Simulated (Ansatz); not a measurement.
Reaction (isomerisation): `OC(F)O[SiH3]` → `OC(O)(F)[SiH3]`

Computed with Ansatz on PBE0-D4/def2-TZVP structures; ΔE is electronic, products minus reactants. CCSD(T)/CBS adds triple-zeta CCSD(T) − MP2 to the extrapolated MP2 energy (def2 sets, frozen cores). Functionals use def2-TZVPP. B3LYP here is the variant with VWN-RPA as its local correlation; programs differ in this. Each species was taken in one conformer, which may not be the lowest.

Question: Is it downhill or uphill in electronic energy at CCSD(T)/CBS, and by how much? (Best estimate.)

Answer: Computed: Uphill: ΔE = +122.5 kJ/mol.

Question: What do these levels give: r2SCAN-D4, ωB97M-V, PBE, B3LYP, MP2/def2-TZVPP, SCS-MP2/def2-QZVPP? (Estimate.)

Answer: The calculation gave: r2SCAN-D4 119.7, ωB97M-V 120.5, PBE 107.8, B3LYP 123.9, MP2/def2-TZVPP 129.0, SCS-MP2/def2-QZVPP 130.5 kJ/mol.

Largest T1 diagnostic among the species: 0.013.

In def2-TZVPP, CCSD(T) changes the Hartree–Fock value by −21.7 kJ/mol (the triples alone add −3.2 kJ/mol) and MP2 by −17.3 kJ/mol. From PBE to PBE0 (25 % exact exchange), in def2-TZVPP and without D4, ΔE moves by +8.3 kJ/mol.
